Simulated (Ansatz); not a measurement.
Cost and result up the ladder for AsH2Et (C₂H₇As) (10 atoms). Total charge 0; singlet. Geometry: PBE0-D4/def2-SVP.

Cartesian coordinates in Å:
```
As -0.663 -1.019 1.283
H 0.776 -1.114 1.786
H -1.072 -0.133 2.458
C -0.317 0.472 0.021
C 0.438 0.003 -1.212
H 0.225 1.277 0.538
H -1.305 0.872 -0.256
H 0.583 0.828 -1.927
H 1.436 -0.386 -0.953
H -0.102 -0.801 -1.738
```

Ansatz on 4 threads of AMD EPYC 9R45 on a shared host. Times are rough, and most runs start from the orbitals of an earlier one. ωB97M-V/def2-TZVP serves as the yardstick here, not as an exact answer. Differences are given only for rows in sets of like size (and for xTB, whose basis is part of the method), since another set adds its own error. Binding counts from free atoms at the same level (As quartet, H doublet, C triplet; other spins of the atoms weren't run), without zero-point energy or a counterpoise term.

The 6-31G sets use Cartesian d functions. B3LYP takes the VWN-RPA correlation. HSE06 is defined as in plane-wave codes, on full-range PBE exchange. Correlated methods freeze 11 core orbitals; core or outer-core shells of As are correlated, in sets that lack core-valence functions.

Correlated methods converge slowly with the basis.

```json
{"level": "HF/6-31G", "functions": "61", "wall time": "0.15 s"}
{"level": "PBE-D4/def2-SVP", "functions": "95", "wall time": "0.3 s"}
{"level": "B3LYP-D4/6-31G", "functions": "61", "wall time": "0.3 s"}
{"level": "PBE0-D4/def2-SVP", "functions": "95", "wall time": "0.4 s"}
{"level": "PBE-D4/def2-TZVP", "functions": "152", "wall time": "0.45 s"}
{"level": "MP2/def2-TZVP", "functions": "152", "wall time": "0.5 s"}
{"level": "B3LYP-D4/def2-TZVP", "functions": "152", "wall time": "0.55 s"}
{"level": "BHLYP-D4/def2-TZVP", "functions": "152", "wall time": "0.55 s"}
{"level": "CAM-B3LYP-D4/def2-TZVP", "functions": "152", "wall time": "0.6 s"}
{"level": "HSE06-D4/def2-TZVP", "functions": "152", "wall time": "0.65 s"}
{"level": "r2SCAN-D4/def2-TZVP", "functions": "152", "wall time": "0.75 s"}
{"level": "ωB97X-V/def2-TZVP", "functions": "152", "wall time": "1.4 s"}
{"level": "ωB97M-V/def2-TZVP", "functions": "152", "wall time": "1.5 s"}
{"level": "CCSD(T)/def2-TZVPP", "functions": "208", "wall time": "18 s"}
```

Question: Estimate what each level gives for the binding energy per atom (eV).

Answer: 
| level | binding energy per atom (eV) | difference from ωB97M-V/def2-TZVP (eV) |
| --- | --- | --- |
| HF/6-31G | 2.45 | – |
| PBE-D4/def2-SVP | 3.57 | – |
| B3LYP-D4/6-31G | 3.46 | – |
| PBE0-D4/def2-SVP | 3.54 | – |
| PBE-D4/def2-TZVP | 3.55 | 0.04 |
| MP2/def2-TZVP | 3.37 | -0.14 |
| B3LYP-D4/def2-TZVP | 3.53 | 0.01 |
| BHLYP-D4/def2-TZVP | 3.45 | -0.06 |
| CAM-B3LYP-D4/def2-TZVP | 3.53 | 0.02 |
| HSE06-D4/def2-TZVP | 3.51 | 0.00 |
| r2SCAN-D4/def2-TZVP | 3.51 | 0.00 |
| ωB97X-V/def2-TZVP | 3.53 | 0.02 |
| ωB97M-V/def2-TZVP | 3.51 | 0.00 |
| CCSD(T)/def2-TZVPP | 3.44 | -0.07 |
